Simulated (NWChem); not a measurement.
System: CH₄N₂O₂Si; SMILES N[Si@H](O)N=C=O

The following NWChem deck was run.

```
start job
memory heap 200 mb stack 900 mb global 1100 mb
geometry units angstroms noautoz
  N     -1.045312    -1.903045     0.444097
  Si     0.090820    -0.894204    -0.376865
  O      1.636759    -1.174978     0.194243
  N     -0.116132     0.804949    -0.111580
  C     -0.190840     1.998521     0.060436
  O     -0.282658     3.165845     0.231372
  H     -1.202101    -1.791983     1.449370
  H     -1.915328    -2.151837    -0.032771
  H     -0.096921    -1.157350    -1.837260
  H      1.837306    -2.123876     0.281579
end
basis spherical
  * library 6-31g*
end
dft
  xc optx lyp
  iterations 150
  mulliken
end
task dft energy
```

All runs use the structure optimised with PBE-D3(BJ)/def2-SVP.

Predict the main results of this run. (OLYP/6-31G* (spherical d).) Quantities: energy (Ha); highest occupied level (eV); orbital gap (eV); dipole (D).


| Property | Value |
|---|---|
| energy (Ha) | -589.95 |
| highest occupied level (eV) | -6.08 |
| orbital gap (eV) | 6.16 |
| dipole (D) | 3.77 |
